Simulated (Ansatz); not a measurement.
Start from `[NH]=[W](=[NH])([Cl])[Cl]` and change one atom or group to get `[CH3][W](=[NH])(=[NH])[Cl]`.

Ansatz, PBE0-D4/def2-TZVP geometries, multiplicity 1. Each molecule was computed in one conformer, which needn't be the lowest.

Elements past krypton have def2 core potentials.

```csv
property,`[NH]=[W](=[NH])([Cl])[Cl]`
LUMO energy (PBE0/def2-TZVPP) / eV,-2.36
zero-point energy (PBE0-D4/def2-TZVP) / kJ/mol,81.1
size of the dipole moment (ωB97M-V/def2-TZVPP) / D,2.64
LUMO energy (ωB97M-V/def2-TZVPP) / eV,-0.33
LUMO energy (B3LYP/def2-TZVPP) / eV,-2.56
HOMO energy (PBE0/def2-TZVPP) / eV,-8.23
```

Question: Give the same properties after the change, and the shifts. (Estimate.)

Answer: Ansatz gave: 
| property | `[CH3][W](=[NH])(=[NH])[Cl]` | shift |
| --- | --- | --- |
| LUMO energy (PBE0/def2-TZVPP) / eV | -1.93 | 0.43 |
| zero-point energy (PBE0-D4/def2-TZVP) / kJ/mol | 171.3 | 90.2 |
| size of the dipole moment (ωB97M-V/def2-TZVPP) / D | 2.13 | -0.51 |
| LUMO energy (ωB97M-V/def2-TZVPP) / eV | 0.10 | 0.43 |
| LUMO energy (B3LYP/def2-TZVPP) / eV | -2.15 | 0.41 |
| HOMO energy (PBE0/def2-TZVPP) / eV | -7.91 | 0.32 |

With PBE0 the HOMO rises by 0.32 eV and the LUMO rises by 0.43 eV, so the gap widens by about 0.11 eV. PBE moves the HOMO by 0.29 eV and ωB97M-V by 0.30 eV. The zero-point energy changes by 90.2 kJ/mol with +9 modes. Dipoles are sizes alone; their direction can turn.

B3LYP here is the variant with VWN-RPA as its local correlation; programs differ in this.
